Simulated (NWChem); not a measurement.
System: iodoethane (C2H5I); SMILES ICC

Excerpt of the output:

```
             Northwest Computational Chemistry Package (NWChem) 7.3.0
             --------------------------------------------------------

 CS  symmetry detected

                             Geometry "geometry" -> ""
                             -------------------------

 Output coordinates in angstroms (scale by  1.889725989 to convert to a.u.)

  No.       Tag          Charge          X              Y              Z
 ---- ---------------- ---------- -------------- -------------- --------------
    1 C                    6.0000     0.44383497     2.41365889     0.00000000
    2 C                    6.0000    -0.67721932     1.40403135     0.00000000
    3 I                   53.0000     0.03479210    -0.63996606     0.00000000
    4 H                    1.0000     1.08191133     2.31378773     0.89000700
    5 H                    1.0000     0.01696184     3.43098915     0.00000000
    6 H                    1.0000     1.08191133     2.31378773    -0.89000700
    7 H                    1.0000    -1.31222975     1.47674759     0.89216600
    8 H                    1.0000    -1.31222975     1.47674759    -0.89216600

 Effective nuclear repulsion energy (a.u.)     214.2873647954

      Symmetry information
      --------------------

 Group name             Cs
 Group number              2
 Group order               2
 No. of unique centers     6

                                Z-matrix (autoz)
                                --------

 Units are Angstrom for bonds and degrees for angles

      Type          Name      I     J     K     L     M      Value
      ----------- --------  ----- ----- ----- ----- ----- ----------
    1 Stretch                  1     2                       1.50868
    2 Stretch                  1     4                       1.09965
    3 Stretch                  1     5                       1.10326
    4 Stretch                  1     6                       1.09965
    5 Stretch                  2     3                       2.16446
    6 Stretch                  2     7                       1.09749
    7 Stretch                  2     8                       1.09749
    8 Bend                     1     2     3               112.80097
    9 Bend                     1     2     7               112.68113
   10 Bend                     1     2     8               112.68113
   11 Bend                     2     1     4               111.73976
   12 Bend                     2     1     5               109.24338
   13 Bend                     2     1     6               111.73976
   14 Bend                     3     2     7               104.64941
   15 Bend                     3     2     8               104.64941
   16 Bend                     4     1     5               107.95436
   17 Bend                     4     1     6               108.06601
   18 Bend                     5     1     6               107.95436
   19 Bend                     7     2     8               108.76331
   20 Torsion                  3     2     1     4         -60.61333
   21 Torsion                  3     2     1     5         180.00000
   22 Torsion                  3     2     1     6          60.61333
   23 Torsion                  4     1     2     7          57.61736
   24 Torsion                  4     1     2     8        -178.84402
   25 Torsion                  5     1     2     7         -61.76931
   26 Torsion                  5     1     2     8          61.76931
   27 Torsion                  6     1     2     7         178.84402
   28 Torsion                  6     1     2     8         -57.61736

                           NWChem Geometry Optimization
                           ----------------------------

 maximum gradient threshold         (gmax) =   0.000450
 rms gradient threshold             (grms) =   0.000300
 maximum cartesian step threshold   (xmax) =   0.001800
 rms cartesian step threshold       (xrms) =   0.001200
 fixed trust radius                (trust) =   0.300000
 source of zmatrix                         =   autoz

          -------------------
          Energy Minimization
          -------------------

 Using diagonal initial Hessian
 Scaling for Hessian diagonals: bonds = 1.00  angles = 0.25  torsions = 0.10

          --------
          Step   0

                                 NWChem DFT Module
                                 -----------------

 Summary of "ao basis" -> "ao basis" (spherical)
 ------------------------------------------------------------------------------
       Tag                 Description            Shells   Functions and Types
 ---------------- ------------------------------  ------  ---------------------
 C                          def2-svp                 6       14   3s2p1d
 I                          def2-svp                10       26   4s4p2d
 H                          def2-svp                 3        5   2s1p

      Symmetry analysis of basis
      --------------------------

        a'         52
        a"         27

            General Information
            -------------------
          SCF calculation type: DFT
          Wavefunction type:  closed shell.
          No. of atoms     :     8
          No. of electrons :    42
           Alpha electrons :    21
            Beta electrons :    21
          Charge           :     0
          Spin multiplicity:     1
          Use of symmetry is: on ; symmetry adaption is: on
          Maximum number of iterations: 150
          AO basis - number of functions:    79
                     number of shells:    37
          Convergence on energy requested:  1.00D-06
          Convergence on density requested:  1.00D-05
          Convergence on gradient requested:  5.00D-04

              XC Information
              --------------
                    Becke 1988 Exchange Functional  1.000
              Lee-Yang-Parr Correlation Functional  1.000

             Grid Information
             ----------------
          Grid used for XC integration:  medium
          Radial quadrature: Mura-Knowles
          Angular quadrature: Lebedev.
          Tag              B.-S. Rad. Rad. Pts. Rad. Cut. Ang. Pts.
          ---              ---------- --------- --------- ---------
          C                   0.70       49          10.0       434
          I                   1.40      123          11.0       590
          H                   0.35       45          11.0       434
          Grid pruning is: on
          Number of quadrature shells:   356
          Spatial weights used:  Erf1

      Superposition of Atomic Density Guess
      -------------------------------------

 Sum of atomic energies:        -424.87313597

      Non-variational initial energy
      ------------------------------

 Total energy =    -375.835862
 1-e energy   =    -860.049750
 2-e energy   =     363.720238
 HOMO         =      -0.323735
 LUMO         =      -0.005293

      Symmetry analysis of molecular orbitals - initial
      -------------------------------------------------

  Numbering of irreducible representations:

     1 a'          2 a"

  Orbital symmetries:

     1 a'          2 a'          3 a'          4 a'          5 a'
     6 a"          7 a'          8 a'          9 a"         10 a'
    11 a"         12 a'         13 a'         14 a'         15 a"
    16 a'         17 a'         18 a"         19 a'         20 a'
    21 a"         22 a'         23 a'         24 a'         25 a"
    26 a'         27 a"         28 a'         29 a'         30 a'
    31 a"

   convergence    iter        energy       DeltaE   RMS-Dens  Diis-err
 ---------------- ----- ----------------- --------- --------- ---------
 d= 0,ls=0.0,diis     1   -376.7093525159 -4.97D+02  1.32D-02  3.25D-01
 d= 0,ls=0.0,diis     2   -376.6691296603  4.02D-02  9.75D-03  5.54D-01
 d= 0,ls=0.0,diis     3   -376.7379285359 -6.88D-02  2.97D-03  7.86D-02
 d= 0,ls=0.0,diis     4   -376.7495807110 -1.17D-02  4.80D-04  1.44D-03
 d= 0,ls=0.0,diis     5   -376.7497418856 -1.61D-04  1.40D-04  2.13D-04
  Resetting Diis
 d= 0,ls=0.0,diis     6   -376.7497686100 -2.67D-05  3.89D-05  9.72D-06
 d= 0,ls=0.0,diis     7   -376.7497699228 -1.31D-06  1.53D-05  2.35D-07
 d= 0,ls=0.0,diis     8   -376.7497699128  9.97D-09  8.63D-06  3.10D-07

[...]

      ----------------------
      Optimization converged
      ----------------------

  Step       Energy      Delta E   Gmax     Grms     Xrms     Xmax
  ---- ---------------- -------- -------- -------- -------- --------
@    6    -376.75096750 -6.6D-08  0.00004  0.00001  0.00016  0.00033
                                     ok       ok       ok       ok

                                Z-matrix (autoz)
                                --------

 Units are Angstrom for bonds and degrees for angles

      Type          Name      I     J     K     L     M      Value     Gradient
      ----------- --------  ----- ----- ----- ----- ----- ---------- ----------
    1 Stretch                  1     2                       1.52362   -0.00004
    2 Stretch                  1     4                       1.10758   -0.00000
    3 Stretch                  1     5                       1.11278   -0.00001
    4 Stretch                  1     6                       1.10758   -0.00000
    5 Stretch                  2     3                       2.22911    0.00000
    6 Stretch                  2     7                       1.10418   -0.00004
    7 Stretch                  2     8                       1.10418   -0.00004
    8 Bend                     1     2     3               112.86898    0.00001
    9 Bend                     1     2     7               113.13932    0.00001
   10 Bend                     1     2     8               113.13932    0.00001
   11 Bend                     2     1     4               111.94475    0.00000
   12 Bend                     2     1     5               108.97469    0.00001
   13 Bend                     2     1     6               111.94475    0.00000
   14 Bend                     3     2     7               103.74048   -0.00001
   15 Bend                     3     2     8               103.74048   -0.00001
   16 Bend                     4     1     5               107.78701   -0.00001
   17 Bend                     4     1     6               108.23558   -0.00000
   18 Bend                     5     1     6               107.78701   -0.00001
   19 Bend                     7     2     8               109.41395   -0.00001
   20 Torsion                  3     2     1     4         -60.86964   -0.00000
   21 Torsion                  3     2     1     5         180.00000    0.00000
   22 Torsion                  3     2     1     6          60.86964    0.00000
   23 Torsion                  4     1     2     7          56.55533    0.00000
   24 Torsion                  4     1     2     8        -178.29461   -0.00000
   25 Torsion                  5     1     2     7         -62.57503    0.00000
   26 Torsion                  5     1     2     8          62.57503   -0.00000
   27 Torsion                  6     1     2     7         178.29461    0.00000
   28 Torsion                  6     1     2     8         -56.55533   -0.00000

                         Geometry "geometry" -> "geometry"
                         ---------------------------------

 Output coordinates in angstroms (scale by  1.889725989 to convert to a.u.)

  No.       Tag          Charge          X              Y              Z
 ---- ---------------- ---------- -------------- -------------- --------------
    1 C                    6.0000     0.45076028     2.42521745     0.00000000
    2 C                    6.0000    -0.68701204     1.41185556     0.00000000
    3 I                   53.0000     0.03212867    -0.69806932     0.00000000
    4 H                    1.0000     1.09247449     2.32705917     0.89739077
    5 H                    1.0000     0.02105752     3.45168465     0.00000000
    6 H                    1.0000     1.09247449     2.32705917    -0.89739077
    7 H                    1.0000    -1.32207532     1.47248865     0.90124339
    8 H                    1.0000    -1.32207532     1.47248865    -0.90124339

 Effective nuclear repulsion energy (a.u.)     209.6114775927

      Symmetry information
      --------------------

 Group name             Cs
 Group number              2
 Group order               2
 No. of unique centers     6

                Final and change from initial internal coordinates
                --------------------------------------------------

                                Z-matrix (autoz)
                                --------

 Units are Angstrom for bonds and degrees for angles

[...]

 Rotational Constants
 --------------------
 A=   0.967805 cm-1  (  1.392424 K)
 B=   0.093360 cm-1  (  0.134321 K)
 C=   0.088046 cm-1  (  0.126675 K)

 Temperature                      =   298.15K
 frequency scaling parameter      =   1.0000

 Zero-Point correction to Energy  =   39.611 kcal/mol  (  0.063125 au)
 Thermal correction to Energy     =   42.346 kcal/mol  (  0.067483 au)
 Thermal correction to Enthalpy   =   42.938 kcal/mol  (  0.068427 au)

 Total Entropy                    =   70.846 cal/mol-K
   - Translational                =   41.024 cal/mol-K (mol. weight = 155.9395)
   - Rotational                   =   24.809 cal/mol-K (symmetry #  =        1)
   - Vibrational                  =    5.013 cal/mol-K

 Cv (constant volume heat capacity) =   13.693 cal/mol-K
   - Translational                  =    2.979 cal/mol-K
   - Rotational                     =    2.979 cal/mol-K
   - Vibrational                    =    7.734 cal/mol-K

[normal modes left out]

 ----------------------------------------------------------------------------
 Normal Eigenvalue ||           Projected Infra Red Intensities
  Mode   [cm**-1]  || [atomic units] [(debye/angs)**2] [(KM/mol)] [arbitrary]
 ------ ---------- || -------------- ----------------- ---------- -----------
    1       -0.000 ||    0.000096           0.002         0.093       0.113
    2       -0.000 ||    0.000190           0.004         0.185       0.224
    3        0.000 ||    0.000145           0.003         0.141       0.171
    4        0.000 ||    0.000000           0.000         0.000       0.000
    5        0.000 ||    0.000699           0.016         0.682       0.825
    6        0.000 ||    0.001043           0.024         1.017       1.230
    7      243.550 ||    0.001980           0.046         1.930       2.335
    8      252.283 ||    0.000040           0.001         0.039       0.047
    9      459.752 ||    0.009962           0.230         9.712      11.752
   10      723.648 ||    0.005931           0.137         5.782       6.996
   11      935.792 ||    0.018210           0.420        17.752      21.482
   12      944.566 ||    0.000082           0.002         0.080       0.097
   13     1030.689 ||    0.001401           0.032         1.366       1.653
   14     1175.724 ||    0.098599           2.275        96.120     116.311
   15     1205.960 ||    0.000421           0.010         0.411       0.497
   16     1352.908 ||    0.001672           0.039         1.630       1.973
   17     1415.116 ||    0.008280           0.191         8.072       9.768
   18     1418.976 ||    0.000505           0.012         0.493       0.596
   19     1433.445 ||    0.001459           0.034         1.422       1.721
   20     2942.646 ||    0.019736           0.455        19.240      23.281
   21     3015.796 ||    0.000337           0.008         0.328       0.397
   22     3027.506 ||    0.018832           0.434        18.358      22.215
   23     3049.569 ||    0.008426           0.194         8.214       9.940
   24     3093.842 ||    0.005406           0.125         5.270       6.377
 ----------------------------------------------------------------------------
```

Level: BLYP/def2-SVP with def2 effective core potentials on I. def2 effective core potentials on I; no spin-orbit coupling.

Question: Write an input that gives this output.

Answer: One answer among several that fit: the input that was run:
```
start job
memory heap 200 mb stack 900 mb global 1100 mb
geometry units angstroms
  C      0.454361     2.403257     0.000000
  C     -0.677733     1.406024     0.000000
  I      0.011748    -0.645683     0.000000
  H      1.091300     2.296372     0.890007
  H      0.038706     3.425222     0.000000
  H      1.091300     2.296372    -0.890007
  H     -1.311905     1.485722     0.892166
  H     -1.311905     1.485722    -0.892166
end
basis spherical
  * library def2-svp
end
ecp
  I library def2-ecp
end
dft
  xc becke88 lyp
  iterations 150
end
driver
  maxiter 120
end
task dft optimize
dft
  grid fine
  convergence energy 1d-8 density 1d-7
end
task dft freq numerical
```
